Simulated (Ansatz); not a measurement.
C6H10GeO6⁺, that is GeH(OAc)3 with one electron fewer, relaxed as a doublet with UKS PBE-D4/def2-SVP in Ansatz, starting from the PBE-D4/def2-SVP geometry of the neutral singlet. Force threshold 0.03 eV/Å.

Start:

Cartesian coordinates in Å:
```
Ge 0.641 0.073 0.073
H 2.147 0.241 0.242
O 0.025 -1.004 -1.302
C 0.573 -0.569 -2.449
C 0.175 -1.375 -3.656
O 1.327 0.400 -2.458
H 0.614 -0.935 -4.567
H -0.929 -1.409 -3.738
H 0.521 -2.420 -3.533
O -0.381 1.583 -0.249
C -0.123 2.474 0.722
C -0.875 3.769 0.573
O 0.666 2.210 1.625
H -0.650 4.438 1.422
H -1.963 3.567 0.519
H -0.590 4.256 -0.381
O -0.326 -0.651 1.476
C 0.234 -1.828 1.803
C -0.442 -2.523 2.954
O 1.211 -2.251 1.191
H 0.027 -3.506 3.131
H -1.522 -2.643 2.739
H -0.362 -1.895 3.863
```

```csv
step,energy (eV),largest force component (eV/Å),SCF passes
1,-75130.4981,1.141,53
2,-75130.5835,0.429,24
3,-75130.6030,0.079,24
4,-75130.6065,0.120,25
5,-75130.6102,0.058,26
6,-75130.6112,0.022,27
```

Force components are those of the run's own axes.

End:

```
atom   x (Å)   y (Å)   z (Å)
 Ge1   0.520   0.058   0.059
  H2   2.036   0.227   0.229
  O3  -0.094  -1.000  -1.340
  C4   0.549  -0.640  -2.448
  C5   0.214  -1.370  -3.704
  O6   1.384   0.277  -2.375
  H7   0.769  -0.950  -4.561
  H8  -0.879  -1.309  -3.877
  H9   0.474  -2.441  -3.569
 O10  -0.505   1.580  -0.235
 C11  -0.151   2.500   0.658
 C12  -0.848   3.817   0.602
 O13   0.734   2.214   1.482
 H14  -0.504   4.478   1.415
 H15  -1.942   3.648   0.672
 H16  -0.642   4.283  -0.384
 O17  -0.443  -0.695   1.459
 C18   0.192  -1.795   1.856
 C19  -0.405  -2.563   2.986
 O20   1.239  -2.117   1.269
 H21   0.175  -3.480   3.185
 H22  -1.457  -2.810   2.737
 H23  -0.416  -1.914   3.886
```

By distances, no bond broke or formed. The bond that changes most is C11–O13, from 1.23 to 1.24 Å (atoms count from 1).

No frequencies were taken in this run, so the end may be a saddle point.

Run time 13 s (2 threads of AMD EPYC 7R13 on a shared host and a share (18 GiB) of an NVIDIA H100 80GB HBM3), peak host memory 0.93 GiB.
